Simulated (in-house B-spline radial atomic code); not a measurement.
# Ba3+: [He] 2s1 2p6 3s2 3p6 3d10 4s2 4p6 4d10 5s2 (5p1/2)1 (5p3/2)4 6s1 (with a hole in an inner shell)

Method: Dirac-Kohn-Sham PBE0, spherical fractional occupations, Fermi nucleus of rms radius 4.8378 fm. Calculated with a radial B-spline atomic code at the basis-set limit.

Effective charges: Z_r = [3n² - l(l+1)]/(2<r>) from the radius, Z_e = n√(-2ε) from the energy, and Slater's rules. Values are occupation-weighted means over j. An effective charge above Z reflects the relativistic contraction of the inner shells.

```
shell  electrons   ε (eV)  <r> (bohr)    Z_r    Z_e  Slater
   1s          2   -37571     0.02557  58.67  52.55   55.70
   2s          1  -6061.8      0.1088  55.13  42.22   52.20
   2p          6    -5493     0.09538  52.42  40.19   52.20
   3s          2  -1344.2      0.2879  46.89  29.82   45.60
   3p          6  -1150.8      0.2848  43.89  27.59   45.60
   3d         10     -866      0.2603  40.34  23.93   35.85
   4s          2  -300.24      0.6602  36.35  18.79   29.25
   4p          6  -235.33      0.6962  33.03  16.64   29.25
   4d         10  -138.26      0.7651  27.45  12.75   17.85
   5s          2  -68.225       1.536  24.41  11.20   11.60
   5p          5  -49.863       1.738  21.00   9.57   11.60
   6s          1  -22.036       3.407  15.85   7.64    5.05
```

The least bound orbital is 6s1/2 at -22.04 eV, and it is also the most diffuse (<r> = 3.407 bohr). The part-filled 2s shell lies below the filled 5s shell in orbital energy.

For the 1s electron the small component carries 4.28 % of the norm, the zero-frequency Breit interaction raises the level by 95.52 eV, self-energy by 56.72 eV, and vacuum polarisation lowers it by 8.197 eV.

Caution: exact exchange at fractional occupations of open shells leaves self-interaction of up to several eV.
